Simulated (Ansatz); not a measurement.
Reaction (hydrogenolysis of the Sn–Cl bond): `[Cl][Sn]([Cl])([Cl])[Cl]` + H₂ → `[Cl][SnH]([Cl])[Cl]` + HCl

Gas-phase electronic energies from Ansatz, PBE0-D4/def2-TZVP geometries. CCSD(T)/CBS adds triple-zeta CCSD(T) − MP2 to the extrapolated MP2 energy (def2 sets, frozen cores). This one scheme is used for every species. Functionals use def2-TZVPP. HSE06 is defined as in plane-wave codes. def2 core potentials past Kr. For Sn outer-core shells are correlated without core-valence functions, which leaves a few kJ/mol of doubt a bond.

CCSD(T)/CBS gives +14.1 kcal/mol.

Q: Another level gave +10.7 kcal/mol. Which?
A. HSE06/def2-TZVPP
B. MP2/def2-TZVPP
C. PBE0-D4/def2-TZVPP
D. LC-ωPBE/def2-TZVPP

A: D. LC-ωPBE 10.7, PBE0-D4 13.0, MP2/def2-TZVPP 14.6, HSE06 11.8 kcal/mol.

Largest T1 diagnostic among the species: 0.011.

The D4 term adds +2.4 kcal/mol with B3LYP and +1.3 kcal/mol with PBE0; it sums over pairs of atoms, weighted by their polarisabilities, and B3LYP, whose exchange is more repulsive, gets the larger term. Leaving LDA and LC-ωPBE aside and taking each functional with its dispersion term where it has one, the values, not all of them listed here, spread over 2.8 kcal/mol, from CAM-B3LYP-D4 to BLYP-D4. LDA lies −1.6 kcal/mol from PBE without D4.

B3LYP here is the variant with VWN-RPA as its local correlation; programs differ in this.
